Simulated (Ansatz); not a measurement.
System: chloro(trimethyl)silane, C₃H₉ClSi, charge 0, multiplicity 1. 
Coordinates optimised at B3LYP-D3(BJ)/def2-TZVP (Ansatz, a quantum-chemistry and plane-wave program):
SMILES: C[Si](Cl)(C)C
```xyz
14

C     -0.9897     1.3069    -1.1321
Si    -0.0984    -0.1072    -0.3021
C      1.4352    -0.5969    -1.2463
C     -1.2311    -1.5660    -0.0342
Cl     0.5154     0.5616     1.5827
H     -1.3335     1.0094    -2.1263
H     -1.8597     1.6163    -0.5506
H     -0.3330     2.1712    -1.2446
H      1.9741    -1.3937    -0.7310
H      1.1697    -0.9560    -2.2442
H      2.1124     0.2513    -1.3597
H     -1.5827    -1.9564    -0.9929
H     -2.1032    -1.2809     0.5567
H     -0.7148    -2.3710     0.4913
```

Wanted: atomisation energy (electronic, to ground-state atoms), in eV. Cores are frozen in the correlated levels unless marked. UHF or UKS for open shells. No spin-orbit coupling. Non-relativistic unless marked X2C. The coupled-cluster limit lacks core correlation, which all-electron functionals hold. CBS marks a two-point X^-3 extrapolation of the correlation energy; Hartree-Fock from the larger set.

```csv
level,program,atomisation energy (eV)
HF/6-31G*,Ansatz,41.55
PBE/def2-TZVPD,Ansatz,54.68
BLYP-D3(BJ)/def2-TZVPD,Ansatz + dftd3,53.96
r2SCAN/def2-TZVPD,Ansatz,54.59
PBE0-D3(BJ)/def2-TZVP,Ansatz + dftd3,54.66
r2SCAN0/def2-TZVPD,Ansatz,54.20
HSE06/def2-TZVPD,Ansatz,54.42
CAM-B3LYP-D4/def2-TZVPD,Ansatz + dftd4,54.61
wB97M-V/def2-TZVPD,Ansatz,54.67
wB97X-V/def2-TZVPD,Ansatz,54.64
B2GP-PLYP-D4/def2-TZVPD,Ansatz + dftd4,53.83
B2PLYP-D3(BJ)/def2-TZVPD,Ansatz + dftd3,54.00
B2PLYP-D4/def2-TZVPD,Ansatz + dftd4,53.94
MP2/cc-pV(Q+d)Z,Ansatz,54.54
SCS-MP2/cc-pV(D+d)Z,Ansatz,50.76
CCSD/cc-pV(Q+d)Z,Ansatz,53.46
CCSD(T)/aug-cc-pV(D+d)Z,Ansatz,51.13
CCSD(T)/aug-cc-pV(T+d)Z,Ansatz,53.59
CCSD(T)/cc-pVTZ,Ansatz,53.20
X2C-CCSD(T)/cc-pVTZ-DK,Ansatz,53.13
"CCSD(T)/CBS(cc-pV(T+d)Z,cc-pV(Q+d)Z)",Ansatz,54.62
```
